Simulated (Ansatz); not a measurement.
`[OH][Ge][OH]` + H–F → `[OH][Ge][F]` + H₂O at 298.15 K and 1 bar (ligand exchange at a Ge–O bond).

Program: Ansatz. Geometries: PBE0-D4/def2-TZVP. ΔE: electronic, gas phase. CCSD(T)/CBS is the MP2 limit (def2-TZVPP, def2-QZVPP) plus CCSD(T) − MP2 in def2-TZVPP, frozen cores. This one scheme is used for every species. For Ge outer-core shells are correlated without core-valence functions, which leaves a few kJ/mol of doubt a bond. Scalar relativity is left out up to krypton. One conformer a species, not always the lowest.

```json
{"species": "`[OH][Ge][OH]`", "CCSD(T)/CBS energy (Eh)": "-2227.71391", "H − E (kJ/mol)": "83.5", "S (J/(mol·K))": "281.9"}
{"species": "H–F", "CCSD(T)/CBS energy (Eh)": "-100.39570", "H − E (kJ/mol)": "33.5", "S (J/(mol·K))": "173.6"}
{"species": "`[OH][Ge][F]`", "CCSD(T)/CBS energy (Eh)": "-2251.74560", "H − E (kJ/mol)": "53.1", "S (J/(mol·K))": "280.4"}
{"species": "H₂O", "CCSD(T)/CBS energy (Eh)": "-76.37941", "H − E (kJ/mol)": "66.4", "S (J/(mol·K))": "188.7"}
```

H − E and S are ideal-gas, rigid-rotor, harmonic terms from PBE0-D4/def2-TZVP, for one conformer and one mirror image of each species. 1 Eh = 2625.50 kJ/mol, R = 8.31446 J/(mol·K).

Task: By hand: ΔE, ΔH, ΔS and ΔG.

Result: ΔE = (-2251.74560) + (-76.37941) − (-2227.71391) − (-100.39570) = -0.01540 Eh = -40.4 kJ/mol. Δ(H − E) = 53.1 + 66.4 − 83.5 − 33.5 = 2.5, so ΔH = -37.9 kJ/mol. ΔS = 280.4 + 188.7 − 281.9 − 173.6 = 13.6 J/(mol·K). ΔG = -37.9 − 298.15 × (13.6)/1000 = -42.0 kJ/mol.

Task: By hand: the equilibrium constant, and the temperature at which ΔG would vanish if ΔH and ΔS stayed fixed.

Result: log₁₀ K = −ΔG/(RT ln 10) = 7.4. ΔH and −TΔS have one sign here, so there is no such temperature.

The number of gas molecules stays the same, so ΔS is small and ΔH decides. A doubt of 5 kJ/mol in ΔE shifts log₁₀ K by 0.9 here. Other conformers and mirror images would add mixing entropy, several J/(mol·K) or more a flexible species. These are equilibria of isolated gas molecules and say nothing of rates. Largest T1 diagnostic: 0.015 (customary marks: 0.02 for closed shells, 0.045 for open ones).
